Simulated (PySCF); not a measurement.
Screening by computed properties: pick the candidate that meets the target.

Each SMILES stands for a single optimised conformer of the isolated species (atoms past krypton carry core potentials, spin–orbit coupling is left out); the electronic structure was computed with PySCF and density fitting.

Dipoles, sizes and rotational constants follow the conformer. The torsions of the flexible species, by atom-mapped SMILES:
- `[CH3:1][N:2]([CH3:3])[SiH2:4][N:5]([CH3:6])[CH3:7]`: C1–N2–Si4–N5 -51°, N2–Si4–N5–C6 141°
- `[CH2:1]=[CH:2]/[C:3]([F:4])=[C:5](/[CH3:6])[Cl:7]`: C1–C2–C3–F4 -1°
- `[GeH3:1][O:2][CH:3]1[CH2:4][CH2:5]1`: Ge1–O2–C3–C4 -149°

Question: Wanted: HOMO–LUMO gap above 9 eV (CAM-B3LYP/def2-SVPD) and dipole moment above 0.5 D (CAM-B3LYP/def2-SVPD), at PBE0-D3(BJ)/def2-SVP geometries. Which candidate meets both?
A. `[GeH3][O]C1CC1`
B. `C=C/C(F)=C(/C)Cl`
C. `CN(C)[SiH2]N(C)C`
D. `C[O][Hg][O]C`

Answer: A. Computed values:
```csv
species,HOMO–LUMO gap,dipole moment
C=C/C(F)=C(/C)Cl,7.68 eV,0.17 D
C[O][Hg][O]C,8.28 eV,2.17 D
CN(C)[SiH2]N(C)C,8.79 eV,0.75 D
[GeH3][O]C1CC1,9.68 eV,1.25 D
```

Question: Wanted: lowest triplet excitation (Tamm–Dancoff) above 5 eV (TDA CAM-B3LYP/def2-SVPD) and smallest rotational constant below 1.3 GHz (PBE0-D3(BJ)/def2-SVP), at PBE0-D3(BJ)/def2-SVP geometries. Which candidate meets both?
A. `[GeH3][O]C1CC1`
B. `C[O][Hg][O]C`
C. `C=C/C(F)=C(/C)Cl`
D. `CN(C)[SiH2]N(C)C`

Answer: D. Computed values:
| species | lowest triplet excitation (Tamm–Dancoff) | smallest rotational constant |
| --- | --- | --- |
| C=C/C(F)=C(/C)Cl | 2.93 eV | 1.069 GHz |
| C[O][Hg][O]C | 4.04 eV | 1.274 GHz |
| CN(C)[SiH2]N(C)C | 5.79 eV | 1.181 GHz |
| [GeH3][O]C1CC1 | 6.28 eV | 1.397 GHz |
